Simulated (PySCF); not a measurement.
silylphosphine (H$_{5}$PSi), singlet, geometry from GFN2-xTB; CASSCF(10,9)/def2-SVP (PySCF).

Input for PySCF:
```python
from pyscf import gto, scf, mcscf
import numpy

mol = gto.M(
    atom='''
Si   -1.05826764    0.09678777    0.22000604
P     1.09945977   -0.07715081   -0.33815421
H    -1.78664864   -0.87305321   -0.59632582
H    -1.46920302    1.46352861   -0.09729460
H    -1.30963320   -0.17191890    1.63805364
H     1.31318546   -1.27594592    0.31720495
H     1.57614985    0.65962276    0.73059051
''',
    basis='def2-svp',
    verbose=4,
)

mf = scf.RHF(mol)
mf.kernel()
mc = mcscf.CASSCF(mf, 9, 10)
mc.fix_spin_(ss=0.0)
mc.kernel()
occ = numpy.linalg.eigvalsh(mc.fcisolver.make_rdm1(mc.ci, mc.ncas, mc.nelecas))[::-1]
ss = mc.fcisolver.spin_square(mc.ci, mc.ncas, mc.nelecas)[0]
print('natural occupations', occ.round(4), ' <S^2>', round(ss, 4))
```

It wrote (shortened):

```
PySCF version 2.14.0

[INPUT] verbose = 4
[INPUT] num. atoms = 7
[INPUT] num. electrons = 34
[INPUT] charge = 0
[INPUT] spin (= nelec alpha-beta = 2S) = 0
[INPUT] symmetry False subgroup None
[INPUT] Mole.unit = angstrom
[INPUT] Symbol           X                Y                Z      unit          X                Y                Z       unit  Magmom
[INPUT]  1 Si    -1.058267640000   0.096787770000   0.220006040000 AA   -1.999836006090   0.182902377507   0.415751161350 Bohr   0.0
[INPUT]  2 P      1.099459770000  -0.077150810000  -0.338154210000 AA    2.077677850277  -0.145793901188  -0.639018844769 Bohr   0.0
[INPUT]  3 H     -1.786648640000  -0.873053210000  -0.596325820000 AA   -3.376276610427  -1.649831459072  -1.126892480807 Bohr   0.0
[INPUT]  4 H     -1.469203020000   1.463528610000  -0.097294600000 AA   -2.776391329184   2.765668248365  -0.183860147399 Bohr   0.0
[INPUT]  5 H     -1.309633200000  -0.171918900000   1.638053640000 AA   -2.474848071638  -0.324879636636   3.095472756947 Bohr   0.0
[INPUT]  6 H      1.313185460000  -1.275945920000   0.317204950000 AA    2.481560870161  -2.411188338556   0.599430480856 Bohr   0.0
[INPUT]  7 H      1.576149850000   0.659622760000   0.730590510000 AA    2.978491547774   1.246506361930   1.380615973106 Bohr   0.0

nuclear repulsion = 91.4738397699006
number of shells = 31
number of NR pGTOs = 107
number of NR cGTOs = 61
basis = def2-svp
ecp = {}

******** <class 'pyscf.scf.hf.RHF'> ********
method = RHF
initial guess = minao
damping factor = 0
level_shift factor = 0
DIIS = <class 'pyscf.scf.diis.CDIIS'>
diis_start_cycle = 1
diis_space = 8
diis_damp = 0
SCF conv_tol = 1e-09
SCF conv_tol_grad = None
SCF max_cycles = 50
direct_scf = True
direct_scf_tol = 1e-13
Set gradient conv threshold to 3.16228e-05
Initial guess from minao.
init E= -632.125028928134
  HOMO = -0.278284824753464  LUMO = 0.105247314942056  gap/eV = 10.43644
cycle= 1 E= -632.345274640669  delta_E= -0.22  |g|= 0.226  |ddm|= 2.18
  HOMO = -0.369146532315069  LUMO = 0.138101389858011  gap/eV = 13.80292
cycle= 2 E= -632.370671402694  delta_E= -0.0254  |g|= 0.0629  |ddm|= 0.328
  HOMO = -0.36625694287492  LUMO = 0.158665015861274  gap/eV = 14.28385
cycle= 3 E= -632.372976575379  delta_E= -0.00231  |g|= 0.0195  |ddm|= 0.115
  HOMO = -0.367146409604563  LUMO = 0.156410271309012  gap/eV = 14.24670
cycle= 4 E= -632.373238800766  delta_E= -0.000262  |g|= 0.00346  |ddm|= 0.0443
  HOMO = -0.36796540394388  LUMO = 0.156162128502605  gap/eV = 14.26224
cycle= 5 E= -632.373249723356  delta_E= -1.09e-05  |g|= 0.000875  |ddm|= 0.0112
  HOMO = -0.36799408942261  LUMO = 0.156140163487914  gap/eV = 14.26242
cycle= 6 E= -632.373250483128  delta_E= -7.6e-07  |g|= 0.000187  |ddm|= 0.00334
  HOMO = -0.368029143693561  LUMO = 0.156149070557528  gap/eV = 14.26362
cycle= 7 E= -632.373250516531  delta_E= -3.34e-08  |g|= 3.47e-05  |ddm|= 0.000772
  HOMO = -0.368027318689486  LUMO = 0.156147244792058  gap/eV = 14.26352
cycle= 8 E= -632.373250517803  delta_E= -1.27e-09  |g|= 7.4e-06  |ddm|= 0.000149
  HOMO = -0.368028507087192  LUMO = 0.156147079274358  gap/eV = 14.26354
cycle= 9 E= -632.373250517861  delta_E= -5.74e-11  |g|= 1.32e-06  |ddm|= 3.29e-05
  HOMO = -0.368028158853656  LUMO = 0.156147200432005  gap/eV = 14.26354
Extra cycle  E= -632.373250517866  delta_E= -5.34e-12  |g|= 5.2e-07  |ddm|= 3.9e-06
converged SCF energy = -632.373250517866

******** <class 'pyscf.mcscf.mc1step.CASSCF'> ********
CAS (5e+5e, 9o), ncore = 12, nvir = 40
max_cycle_macro = 50
max_cycle_micro = 4
conv_tol = 1e-07
conv_tol_grad = None
orbital rotation max_stepsize = 0.02
orbital rotation threshold for CI restart = 0.01
augmented hessian ah_max_cycle = 30
augmented hessian ah_conv_tol = 1e-12
augmented hessian ah_linear dependence = 1e-14
augmented hessian ah_level shift = 1e-08
augmented hessian ah_start_tol = 2.5
augmented hessian ah_start_cycle = 3
augmented hessian ah_grad_trust_region = 3
kf_trust_region = 3
kf_interval = 4
ci_response_space = 4
ci_grad_trust_region = 3
with_dep4 0
natorb = False
canonicalization = True
sorting_mo_energy = False
ao2mo_level = 2
internal_rotation = False
******** <class 'pyscf.fci.addons.SpinPenaltyFCISolver'> ********
max. cycles = 50
conv_tol = 1e-08
davidson only = True
linear dependence = 1e-12
level shift = 0.001
max iter space = 12
nroots = 1
pspace_size = 400
spin = None
CASCI E = -632.388261977453  S^2 = 0.0000000
Set conv_tol_grad to 0.000316228
macro iter   1 ( 21 JK    4 micro), CASSCF E = -632.409094519297  dE = -2.08325418e-02  S^2 = 0.0000000
               |grad[o]|=0.0188  |grad[c]|=0.0354  |ddm|=0.0363  |maxRot[o]|=0.307
macro iter   2 ( 21 JK    4 micro), CASSCF E = -632.418569833989  dE = -9.47531469e-03  S^2 = 0.0000000
               |grad[o]|=0.0139  |grad[c]|=0.0259  |ddm|=0.0187  |maxRot[o]|=0.225
macro iter   3 ( 21 JK    4 micro), CASSCF E = -632.422568338847  dE = -3.99850486e-03  S^2 = 0.0000000
               |grad[o]|=0.00941  |grad[c]|=0.0106  |ddm|=0.0286  |maxRot[o]|=0.313
macro iter   4 ( 21 JK    4 micro), CASSCF E = -632.426372723198  dE = -3.80438435e-03  S^2 = 0.0000000
               |grad[o]|=0.00959  |grad[c]|=0.0191  |ddm|=0.0419  |maxRot[o]|=0.156
macro iter   5 ( 21 JK    4 micro), CASSCF E = -632.428398596269  dE = -2.02587307e-03  S^2 = 0.0000000
               |grad[o]|=0.0111  |grad[c]|=0.00923  |ddm|=0.0106  |maxRot[o]|=0.159
macro iter   6 ( 21 JK    4 micro), CASSCF E = -632.429163726803  dE = -7.65130535e-04  S^2 = 0.0000000
               |grad[o]|=0.00874  |grad[c]|=0.00585  |ddm|=0.00598  |maxRot[o]|=0.111
macro iter   7 ( 12 JK    3 micro), CASSCF E = -632.429436059284  dE = -2.72332481e-04  S^2 = 0.0000000
               |grad[o]|=0.00563  |grad[c]|=0.00447  |ddm|=0.00241  |maxRot[o]|=0.0949
macro iter   8 ( 12 JK    3 micro), CASSCF E = -632.429542418599  dE = -1.06359315e-04  S^2 = 0.0000000
               |grad[o]|=0.00441  |grad[c]|=0.00338  |ddm|=0.00155  |maxRot[o]|=0.0843
macro iter   9 ( 21 JK    4 micro), CASSCF E = -632.429686136795  dE = -1.43718196e-04  S^2 = 0.0000000
               |grad[o]|=0.00359  |grad[c]|=0.00544  |ddm|=0.00116  |maxRot[o]|= 0.14
macro iter  10 ( 17 JK    4 micro), CASSCF E = -632.429761469551  dE = -7.53327558e-05  S^2 = 0.0000000
               |grad[o]|=0.00372  |grad[c]|=0.00699  |ddm|=0.000678  |maxRot[o]|= 0.12
macro iter  11 (  7 JK    2 micro), CASSCF E = -632.430061359217  dE = -2.99889666e-04  S^2 = 0.0000000
               |grad[o]|=0.00309  |grad[c]|=0.000695  |ddm|=0.00237  |maxRot[o]|=0.0699
macro iter  12 (  7 JK    2 micro), CASSCF E = -632.430286408804  dE = -2.25049587e-04  S^2 = 0.0000000
               |grad[o]|=0.00233  |grad[c]|=0.00182  |ddm|=0.00178  |maxRot[o]|=0.0699
macro iter  13 (  7 JK    2 micro), CASSCF E = -632.430432004452  dE = -1.45595648e-04  S^2 = 0.0000000
               |grad[o]|=0.00165  |grad[c]|=0.00343  |ddm|=0.00104  |maxRot[o]|=0.0664
macro iter  14 (  7 JK    2 micro), CASSCF E = -632.430486140399  dE = -5.41359468e-05  S^2 = 0.0000000
               |grad[o]|=0.000987  |grad[c]|=0.00284  |ddm|=0.000492  |maxRot[o]|=0.0699
macro iter  15 (  7 JK    2 micro), CASSCF E = -632.430514897882  dE = -2.87574834e-05  S^2 = 0.0000000
               |grad[o]|=0.000684  |grad[c]|=0.00348  |ddm|=0.000466  |maxRot[o]|=0.0699
macro iter  16 (  7 JK    2 micro), CASSCF E = -632.430540605674  dE = -2.57077916e-05  S^2 = 0.0000000
               |grad[o]|=0.000592  |grad[c]|=0.00444  |ddm|=0.00072  |maxRot[o]|=0.0668
macro iter  17 (  7 JK    2 micro), CASSCF E = -632.430562662485  dE = -2.20568108e-05  S^2 = 0.0000000
               |grad[o]|=0.000531  |grad[c]|=0.00346  |ddm|=0.000865  |maxRot[o]|=0.0699
macro iter  18 (  5 JK    2 micro), CASSCF E = -632.430572966458  dE = -1.03039735e-05  S^2 = 0.0000000
               |grad[o]|=0.000435  |grad[c]|=0.000869  |ddm|=0.000344  |maxRot[o]|= 0.03
macro iter  19 (  7 JK    2 micro), CASSCF E = -632.430585614258  dE = -1.26477996e-05  S^2 = 0.0000000
               |grad[o]|=0.000372  |grad[c]|=0.000898  |ddm|=0.000441  |maxRot[o]|=0.0263
macro iter  20 ( 12 JK    3 micro), CASSCF E = -632.430589420194  dE = -3.80593588e-06  S^2 = 0.0000000
               |grad[o]|=0.000341  |grad[c]|=0.00995  |ddm|=0.000618  |maxRot[o]|=0.0907
macro iter  21 (  7 JK    2 micro), CASSCF E = -632.430598236612  dE = -8.81641790e-06  S^2 = 0.0000000
               |grad[o]|=0.000322  |grad[c]|=0.00408  |ddm|=0.000348  |maxRot[o]|=0.0643
macro iter  22 ( 10 JK    3 micro), CASSCF E = -632.430598170984  dE =  6.56278871e-08  S^2 = 0.0000000
               |grad[o]|=0.00023  |grad[c]|=0.00353  |ddm|=0.000434  |maxRot[o]|=0.0598
macro iter  23 (  7 JK    2 micro), CASSCF E = -632.430600823496  dE = -2.65251253e-06  S^2 = 0.0000000
               |grad[o]|=0.000204  |grad[c]|=0.000398  |ddm|=5.36e-05  |maxRot[o]|=0.021
macro iter  24 (  7 JK    2 micro), CASSCF E = -632.430603969319  dE = -3.14582292e-06  S^2 = 0.0000000
               |grad[o]|=0.000173  |grad[c]|=0.00138  |ddm|=0.000101  |maxRot[o]|=0.0383
macro iter  25 (  4 JK    1 micro), CASSCF E = -632.430605133056  dE = -1.16373712e-06  S^2 = 0.0000000
               |grad[o]|=0.000121  |grad[c]|=0.000847  |ddm|=9.63e-05  |maxRot[o]|=0.015
macro iter  26 (  3 JK    1 micro), CASSCF E = -632.430605792993  dE = -6.59936859e-07  S^2 = 0.0000000
               |grad[o]|=9.58e-05  |grad[c]|=0.000669  |ddm|=8.26e-05  |maxRot[o]|=0.00347
macro iter  27 (  3 JK    1 micro), CASSCF E = -632.430606240537  dE = -4.47543698e-07  S^2 = 0.0000000
               |grad[o]|=8.45e-05  |grad[c]|=0.000551  |ddm|=7.05e-05  |maxRot[o]|=0.00279
macro iter  28 (  3 JK    1 micro), CASSCF E = -632.430606544089  dE = -3.03552270e-07  S^2 = 0.0000000
               |grad[o]|=6.72e-05  |grad[c]|=0.000453  |ddm|=5.56e-05  |maxRot[o]|=0.00237
macro iter  29 (  3 JK    1 micro), CASSCF E = -632.430606751248  dE = -2.07159133e-07  S^2 = 0.0000000
               |grad[o]|=6.01e-05  |grad[c]|=0.000374  |ddm|=4.73e-05  |maxRot[o]|=0.00189
macro iter  30 (  5 JK    1 micro), CASSCF E = -632.430606908429  dE = -1.57181034e-07  S^2 = 0.0000000
               |grad[o]|=4.84e-05  |grad[c]|=0.00031  |ddm|=3.6e-05  |maxRot[o]|=0.00391
macro iter  31 (  3 JK    1 micro), CASSCF E = -632.430607002126  dE = -9.36962579e-08  S^2 = 0.0000000
               |grad[o]|=4.59e-05  |grad[c]|=0.000251  |ddm|=3.47e-05  |maxRot[o]|=0.00132
1-step CASSCF converged in  31 macro (316 JK  75 micro) steps
CASSCF canonicalization
Density matrix diagonal elements [1.9841512  1.99060949 1.99575169 1.98156347 1.96004228 0.01491731
 0.02885828 0.02417073 0.01993555]
CASSCF energy = -632.430607002126
CASCI E = -632.430607002126  E(CI) = -18.9511464618146  S^2 = 0.0000000
natural occupations [1.9999 1.9965 1.9807 1.9776 1.9589 0.0305 0.029  0.014  0.0129]  <S^2> 0.0
```
